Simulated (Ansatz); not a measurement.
`[CH3][AlH][O][SiH2]O` + `[CH3][Al]([OH])[SiH3]` → `[CH3][AlH][O][SiH2][SiH3]` + `[CH3][Al]([OH])[OH]`  (redistribution)

Computed with Ansatz on PBE0-D4/def2-TZVP structures; ΔE is electronic, products minus reactants. CCSD(T)/CBS adds triple-zeta CCSD(T) − MP2 to the extrapolated MP2 energy (def2 sets, frozen cores). Functionals use def2-TZVPP. B3LYP here is the variant with VWN-RPA as its local correlation; programs differ in this. Each species was taken in one conformer, which may not be the lowest.

```csv
level,ΔE (kcal/mol),difference from CCSD(T)/CBS
PBE-D4,-4.7,-0.5
r2SCAN-D4,-4.6,-0.4
PBE0-D4,-4.1,0.1
B3LYP-D4,-5.2,-1.0
ωB97X-V,-4.3,-0.1
ωB97M-V,-4.2,0.0
B2PLYP,-3.9,0.3
PBE,-3.7,0.5
r2SCAN,-4.3,-0.1
PBE0,-3.2,1.0
B3LYP,-3.6,0.6
HF/def2-TZVPP,-1.9,2.3
MP2/def2-TZVPP,-4.5,-0.3
SCS-MP2/def2-TZVPP,-4.1,0.1
CCSD/def2-TZVPP,-3.7,0.5
CCSD(T)/def2-TZVPP,-3.9,0.3
HF/def2-QZVPP,-1.8,2.4
MP2/def2-QZVPP,-4.7,-0.5
SCS-MP2/def2-QZVPP,-4.3,-0.1
HF/CBS(def2),-1.8,2.4
MP2/CBS(def2),-4.8,-0.6
CCSD/CBS(def2),-4.1,0.1
CCSD(T)/CBS,-4.2,0
```

Largest T1 diagnostic among the species: 0.013.

The D4 term adds −1.6 kcal/mol with B3LYP and −0.9 kcal/mol with PBE0; it sums over pairs of atoms, weighted by their polarisabilities, and B3LYP, whose exchange is more repulsive, gets the larger term. In def2-TZVPP, CCSD(T) changes the Hartree–Fock value by −2.0 kcal/mol (the triples alone add −0.2 kcal/mol) and MP2 by −2.6 kcal/mol.
